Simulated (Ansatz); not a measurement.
Computed with Ansatz.

A structure relaxed at PBE0-D4/def2-TZVP, charge 0, multiplicity 1:

```xyz
15

B    -2.1970   -0.1646    1.3403
C    -1.3547   -0.9986    0.3499
B     0.1011   -0.4214    0.3405
C     0.7507    0.1587   -0.9521
C     2.0069    1.0039   -0.7849
H    -3.0610    0.5722    0.9582
H    -1.9685   -0.2170    2.5150
H    -1.7834   -1.0941   -0.6488
H    -1.2164   -1.9817    0.8299
H     0.7364   -0.4703    1.3608
H    -0.0026    0.6766   -1.5591
H     0.9839   -0.7426   -1.5470
H     2.7721    0.4636   -0.2224
H     2.4400    1.2921   -1.7460
H     1.7926    1.9233   -0.2342
```

Give its formula and SMILES.

C3H10B2, `BCBCC`.

Point group (tolerance 0.08 Å, 0.16 Å for H)?

C1.

Summarise the bond lengths by kind.

3 × B–C 1.545 to 1.566 Å; 3 × B–H 1.198 to 1.203 Å; 7 × C–H 1.091 to 1.105 Å; 1 × C–C 1.523 Å.
